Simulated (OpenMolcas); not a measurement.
Ti2+ with its 6 nearest fluoride ions, on the Ca site of CsCaF3 (a = 4.526 Å, distance in the model lattice 2.263 Å). The rest of the host is ab initio model potentials to 7.6 Å, with orthogonalisation functions on the cations behind the ligands, and point charges beyond; the distance is set by hand and nothing relaxes. Ligand basis ANO-RCC-VDZP.

```yaml
Program: OpenMolcas 26.06
Method: "SS-CASPT2, IPEA 0.25 Eh, imaginary shift 0.1 Eh (closed shells correlated: 3s 3p and the ligand valence shells)"
Basis: ANO-RCC-VTZP [6s5p3d2f1g]
Scalar_Hamiltonian: DKH2, point nucleus
Active_space: 2 electrons in 5 orbitals (3d)
State_averaging: 2S+1 = 3 even, 10 roots; 2S+1 = 1 even, 15 roots
Spin-orbit_coupling: RASSI with atomic mean-field integrals over the reference wave functions
```

All ligands move together. At R = 2.203 Å |10Dq| is 11372 cm-1, and at R = 2.263 Å it is 9987 cm-1.

Task: A third run gives 12209 cm-1. What distance was it run at?

Result: With a power law R^-n the two known points give n = -ln(9987 / 11372) / ln(2.263 / 2.203) = 4.83. Then R = 2.203 × (11372 / 12209)^(1/4.83) = 2.171 Å. The run was at 2.17 Å, so the estimate is off by +0.001 Å.

Roots that are degenerate in the reference are averaged as groups; the widest CASPT2 spread within a group is 32 cm-1 (the 3-fold group of multiplicity 1 near 22600 cm-1 above the lowest state of its run, R = 2.263). Shifts and gaps below about the spread of the groups concerned are not significant. Over all roots computed the reference weight is 0.73 to 0.74 in R = 2.17, 0.73 to 0.74 in R = 2.203, 0.73 to 0.74 in R = 2.263; a low but even weight reflects the number of correlated electrons. An orbital triplet at a regular site is open to Jahn-Teller coupling, which can distort the site and quench the lowest spin-orbit gaps and is left out. Ligand-to-metal charge-transfer states are missing. With no ligand orbital active B as a rule stays too high, so bands that hang on it stand too high and its fall with covalency is understated. With one d shell and no ligand orbital active, 10Dq can be off by tens of per cent for divalent 3d ions, low with halides held by bare charges and at times high in hosts. Free-ion shares, where given, are those of the reference states; single-state CASPT2 does not remix them. No measured value stands beside these numbers; the geometry was set by hand and not optimised.
